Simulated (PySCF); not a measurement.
**Question.** Write Cartesian coordinates for `C=CCO[SiH2]N` as optimised with GFN2-xTB.

**Answer.** 
```
atom  x, y, z in Å
C1     2.638   -0.196   -0.878
C2     2.043    0.617   -0.027
C3     0.578    0.592    0.287
O4    -0.102   -0.359   -0.472
Si5   -1.594   -0.950   -0.268
N6    -2.749    0.335   -0.248
H7     3.695   -0.145   -1.074
H8     2.074   -0.945   -1.407
H9     2.594    1.374    0.515
H10    0.151    1.588    0.099
H11    0.446    0.387    1.359
H12   -1.788   -1.593    1.033
H13   -1.597   -1.866   -1.404
H14   -2.677    1.055   -0.951
H15   -3.718    0.114   -0.091
```

Orientation and origin are arbitrary. Atoms count from 1 in this order. Si5 (oxygen-bound silicon) is distorted tetrahedral (angles from 97.7° to 118.3°). N6 (silicon-bound nitrogen) is pyramidal (angles 118.8°, 118.4° and 109.5°, sum 346.7°, 0.25 Å off the plane of its three neighbours). The C–C distances run from 1.319 Å (C1=C2, drawn double) to 1.499 Å (C2–C3, drawn single), a spread of 0.180 Å. Of the pairs four or more bonds apart, O4···H8 is among the closest relative to their van der Waals radii: 2.44 Å, 90 % of the sum of Bondi's values.

Bonds between heavy atoms (Å): C1=C2 1.319, C2–C3 1.499, C3–O4 1.393, O4–Si5 1.618, Si5–N6 1.728.

The geometry is computed with GFN2-xTB (gas phase).

Point group: C1 (no symmetry element, even within 0.4 Å). Stationary, but not proved a minimum. One conformer, not necessarily the lowest (C1–C2–C3–O4 -3°, C2–C3–O4–Si5 166°, C3–O4–Si5–N6 56°, O4–Si5–N6–H 45° and -178°).
